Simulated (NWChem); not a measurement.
System: C$_{4}$H$_{7}$Cl; SMILES C(=C\C)(/Cl)C

```xyz
12

C      0.4369    -2.4048     0.0000
C      0.7334    -0.9312     0.0000
C     -0.1618     0.0602     0.0000
C     -1.6592    -0.0107     0.0000
Cl     0.4395     1.7358     0.0000
H      0.8814    -2.8867     0.8809
H     -0.6327    -2.6288     0.0000
H      0.8814    -2.8867    -0.8809
H      1.7872    -0.6612     0.0000
H     -2.0709     0.4927     0.8827
H     -2.0709     0.4927    -0.8827
H     -2.0070    -1.0468     0.0000
```
Atoms are numbered in this order, from 1.

Results from NWChem. STO-3G and 3-21G are far too small for this property and stand as cheap habits. The geometry was optimised at B3LYP/6-31G* (spherical d). GIAO values for the isolated, static molecule; σ is the absolute isotropic shielding, δ = σ(reference) − σ with the isolated reference molecule computed at the same levels (13C: tetramethylsilane, 1H: tetramethylsilane).

| level | δ C1 (ppm) | δ C2 (ppm) | δ C3 (ppm) | δ C4 (ppm) | σ Cl5 (ppm) | δ H9 (ppm) | δ H10 (rotor mean) (ppm) |
|---|---|---|---|---|---|---|---|
| KT2/pcSseg-1 | … | … | … | 22.0 | … | … | 1.99 |
| LDA (Slater exchange, VWN5)/pcSseg-1 | 17.4 | 132.5 | 150.7 | 21.7 | 596.5 | 5.73 | 1.97 |
| Hartree-Fock/STO-3G | 21.1 | 119.0 | 129.8 | 23.1 | 984.4 | 5.95 | 1.74 |

**Question.** Fill in the missing entries.

**Answer.** 
- KT2/pcSseg-1, δ C1 (ppm): 18.0
- KT2/pcSseg-1, δ C2 (ppm): 121.3
- KT2/pcSseg-1, δ C3 (ppm): 137.7
- KT2/pcSseg-1, σ Cl5 (ppm): 644.7
- KT2/pcSseg-1, δ H9 (ppm): 5.50
